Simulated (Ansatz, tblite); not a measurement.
Forces on [Ga(OH)6]3- (GaO₆H₆³⁻) at its PBE-D4/def2-SVPD geometry. The state is a singlet with charge -3.

The xTB rows come from tblite. A multiply charged anion in the gas phase is held together partly by the finite basis. At PBE0-D4/def2-TZVPD the highest occupied level of the charge -3 singlet lies above zero (up to 5.72 eV). The electron is either unbound and held by the finite basis, or the level is raised by self-interaction error.

GFN1-xTB (tblite), largest force 0.98 eV/Å:

```xyz
13
positions Å, forces eV/Å
Ga    0.001   -0.003    0.000    0.007    0.005   -0.005
O     2.000   -0.663   -0.004    0.810    0.133   -0.524
H     2.203    0.029   -0.668   -0.227   -0.563    0.506
O    -1.997    0.665    0.002   -0.812   -0.123    0.531
H    -2.200   -0.017    0.675    0.228    0.548   -0.508
O     0.608    1.238    1.590    0.732    0.061    0.634
H     1.476    0.783    1.585   -0.723    0.303   -0.017
O    -0.611   -1.242   -1.589   -0.733   -0.061   -0.640
H    -1.478   -0.785   -1.580    0.724   -0.305    0.012
O    -0.706   -1.552    1.235   -0.228   -0.946   -0.071
H    -0.849   -2.096    0.433    0.169    0.465    0.611
O     0.710    1.547   -1.241    0.216    0.949    0.076
H     0.844    2.095   -0.439   -0.162   -0.466   -0.605
```

GFN2-xTB (tblite), largest force 1.08 eV/Å:

```
Ga 0.009 0.009 -0.007
O 0.664 0.412 -0.708
H -0.280 -0.808 0.658
O -0.666 -0.400 0.717
H 0.278 0.791 -0.661
O 0.926 -0.193 0.459
H -0.990 0.409 0.038
O -0.929 0.191 -0.462
H 0.991 -0.411 -0.044
O -0.208 -0.940 -0.434
H 0.257 0.587 0.861
O 0.194 0.940 0.441
H -0.247 -0.588 -0.856
```

PBE0-D4/def2-TZVPD (Ansatz), largest force 0.76 eV/Å:

```
Ga 0.011 0.006 -0.005
O -0.202 0.571 -0.450
H -0.145 -0.470 0.453
O 0.199 -0.563 0.459
H 0.142 0.456 -0.461
O 0.476 -0.517 -0.270
H -0.591 0.308 -0.006
O -0.477 0.515 0.267
H 0.589 -0.308 -0.001
O 0.028 -0.109 -0.741
H 0.096 0.375 0.541
O -0.039 0.111 0.753
H -0.087 -0.374 -0.540
```
